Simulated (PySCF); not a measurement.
Species: C₆H₁₁O₂ (doublet state).
SMILES with atom numbers: `[CH3:1][CH2:2][C@@H:3]1[CH2:4][O:5][C@H:6]1[CH:7][OH:8]` (hydrogens: H9, H10, H11 on C1; H12, H13 on C2; H14 on C3; H15, H16 on C4; H17 on C6; H18 on C7; H19 on O8)

Geometry (GFN2-xTB, Å), atoms numbered from 1 in this order:
```xyz
19
C6H11O2 angstrom
C      1.7388    1.3552   -0.6464
C      1.5881   -0.0333   -0.0355
C      0.2422   -0.2004    0.6427
C     -0.1480   -1.6004    1.1212
O     -1.3496   -1.5902    0.3499
C     -1.0137   -0.3417   -0.2910
C     -2.1018    0.6357   -0.1690
O     -2.9791    0.5050    0.8646
H      2.6956    1.4444   -1.1545
H      1.6858    2.1196    0.1251
H      0.9452    1.5408   -1.3663
H      2.3773   -0.1969    0.7032
H      1.6983   -0.7909   -0.8149
H      0.0950    0.5672    1.4039
H      0.5278   -2.3937    0.7870
H     -0.3510   -1.7194    2.1888
H     -0.7204   -0.4915   -1.3382
H     -2.0687    1.6058   -0.6242
H     -2.8716   -0.4060    1.1874
```

The hyperfine couplings belong to this conformer and change with its torsions.

Method: UKS B3LYP, pcH-1 on C H O, non-relativistic, mean-field spin-orbit, GIAO (PySCF 2.14.0). Geometry: GFN2-xTB, one conformer, isolated molecule. A GFN2-xTB geometry isn't a minimum of the functional, and hyperfine couplings can be far from their values at a DFT geometry. The SCF solution wasn't tested for stability.

Task: The isotropic 17O couplings are -23.0, -13.4 MHz. Assign them to O5; O8.

Result: 
| site | a_iso (MHz) | ρ(0) (bohr⁻³) | position | distance from C7 (Å) | spin population | largest \|T\| (MHz) |
| --- | --- | --- | --- | --- | --- | --- |
| O5 | -13.4 | +0.0221 | 2 bonds from C7 | 2.41 | +0.01 | 4.2 |
| O8 | -23.0 | +0.0379 | 1 bond from C7 | 1.36 | +0.14 | 71.6 |

ρ(0) is the spin density at the nucleus and T the dipolar tensor; entries for several nuclei are means. Largest spin populations (Mulliken): C7 (+0.85), O8 (+0.14) and C3 (+0.07). The angles at C7 add up to 356.9°, so it is nearly planar; its axial dipolar tensor and the negative coupling of its proton fit spin in a p orbital normal to that plane.

Nuclei that the bonding pattern makes equivalent are averaged, as if the motion that swaps them (rotation, inversion, ring flip) were fast.
